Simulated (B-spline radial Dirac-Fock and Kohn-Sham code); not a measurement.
**Total and shell-resolved photoionisation of He**

System: neutral helium, 1s2.

Level of theory: independent-particle photoionisation in a Dirac-Hartree-Slater potential with a Latter tail, all multipoles, thresholds from Dirac-Fock ΔSCF; an atomic code on a B-spline grid.

Computed thresholds (eV): K 23.45.

| photon energy (eV) | total (b) | K (%) | tabulated (b) |
| --- | --- | --- | --- |
| 40.81 | 2.809e+06 | 100.0 | – |
| 60 | 1.376e+06 | 100.0 | – |
| 80 | 753900 | 100.0 | – |
| 100 | 453500 | 100.0 | – |
| 150 | 164200 | 100.0 | – |
| 200 | 73870 | 100.0 | – |
| 300 | 21530 | 100.0 | – |
| 400 | 8394 | 100.0 | – |
| 600 | 2132 | 100.0 | – |
| 800 | 827.5 | 100.0 | – |
| 1000 | 415.6 | 100.0 | 401.4 |
| 1253.6 | 214.4 | 100.0 | 193.6 |
| 1486.9 | 130.1 | 100.0 | 111.9 |
| 2000 | 50.62 | 100.0 | 43.20 |
| 2984.4 | 11.64 | 100.0 | 11.36 |
| 4000 | 4.536 | 100.0 | 4.231 |
| 5414.7 | 1.794 | 100.0 | 1.553 |
| 6000 | 1.227 | 100.0 | 1.098 |
| 8047.8 | 0.4211 | 100.0 | 0.4025 |
| 9251.7 | 0.2796 | 100.0 | 0.2519 |
| 12000 | 0.1136 | 100.0 | 0.1045 |
| 15000 | 0.05259 | 100.0 | 0.04872 |
| 17479.3 | 0.03188 | 100.0 | 0.02892 |
| 22162.9 | 0.01397 | 100.0 | 0.01287 |
| 30000 | 0.004997 | 100.0 | 0.004566 |
| 40000 | 0.001851 | 100.0 | 0.001704 |
| 59318.2 | 0.0004813 | 100.0 | 0.0004426 |
| 80000 | 0.0001738 | 100.0 | 0.0001595 |
| 100000 | 8.158e-05 | 100.0 | 7.479e-05 |
| 150000 | 2.090e-05 | 100.0 | 1.915e-05 |
| 200000 | 8.110e-06 | 100.0 | 7.424e-06 |

Tabulated values: Elam, Ravel and Sieber (2002) photoabsorption table (xraylib 4.2).

Question: With what power of the photon energy does the total fall between 150000 and 200000 eV?

Answer: As E^-3.29. The non-relativistic Born limit for an s electron far above threshold is E^-3.5; near threshold and at relativistic energies the fall is slower.
